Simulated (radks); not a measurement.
Values are calculated unless marked as measured or tabulated.
Task: These are the eigenvalues of the occupied orbitals of an atom or ion with whole-number occupations (hartree). Code: a radial shooting solver on a logarithmic mesh with Libxc functionals. Model: Dirac Kohn-Sham, PBEsol, spin-unpolarised, spherical densities, finite nucleus; Fermi nuclear charge, rms radius of each element as measured or else 0.836 A^(1/3) + 0.57 fm.

orbital  eigenvalue
1s1/2     -2228.680
2s1/2     -545.7754

Which element is it, and in what charge state? The configuration may be excited. Open shells, if any, fill j = l - 1/2 first.

Result: Z = 66, dysprosium, charge +62: Dy62+ in [He] 2s2. The 1s level, -2228.7 hartree, gives Z - s = 66.8 by -(Z - s)^2/2, which with screening and relativity narrows Z to a few neighbours, and the depths must fix Z and the occupations together.
